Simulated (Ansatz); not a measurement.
Relaxed structures of BNH$_{4}$Te, singlet (PBE0-D4/def2-TZVP; forces vanish, vibrations not checked; lower isomers may exist, and structures with a doubtful reference or unclear bonds are left out; Å). Ansatz 0.2.0; basis: def2-TZVPP; cores frozen in the correlated methods. Filled d shells of the heavier atoms are correlated. Core potentials replace the inner electrons of the atoms past krypton. The def2 sets are not built for correlating such inner shells, so the correlated values are less sure here.

(1) Rank them by CCSD(T) energy, lowest first, and give each one's height above the lowest. Links in brackets join atoms within 1.22 times the sum of their covalent radii (1.1 for two metals). (To be estimated.)
A.
BNH₄Te ([NH2][BH][TeH])
```
7
angstrom
N -0.8947 0.8171 -0.4064
B -0.1105 -0.1227 0.2472
Te 1.8442 -0.6778 -0.5031
H -1.8030 1.0781 -0.0621
H -0.6324 1.3000 -1.2485
H -0.5053 -0.6453 1.2433
H 2.1018 -1.7494 0.7296
```
B.
BNH₄Te ([NH2][B][TeH2])
```
7
angstrom
N -1.0503 0.8516 -0.3221
B -0.4340 -0.3420 -0.0221
Te 1.8132 -0.9215 -0.9069
H -1.9982 1.0179 -0.0170
H -0.6345 1.6254 -0.8155
H 3.4025 -0.3619 -1.2964
H 2.2721 -0.9548 0.6768
```
C.
a complex of BNH₂ ([BH][NH]) + H₂Te
```
7
angstrom
N -0.8974 0.6147 -0.2192
B -0.9847 0.2016 0.9409
Te 1.8042 -1.3510 -0.7647
H -0.8692 0.9620 -1.1483
H 2.3386 0.1035 -0.1880
H -1.0598 -0.1914 2.0417
H 3.3757 -1.8494 -0.9766
```

T1 diagnostic: at most 0.015. The restricted Hartree–Fock reference is unstable towards an unrestricted one at one or more of these structures.

Results:

(1) By the calculation: A (0.0 kJ/mol), C (176.9 kJ/mol), B (337.9 kJ/mol). Heights count from the lowest.

For scale, one of the runs: CCSD(T)/def2-TZVPP, 168 basis functions, launched by `ansatz run in.yaml --threads 2 --pin off --events-out ev --progress --plain --max-ram 4352MiB`. Hardware: 2 CPU threads of an Arm Neoverse V1, shared host. Wall time 53 s; peak host memory 1.6 GiB.
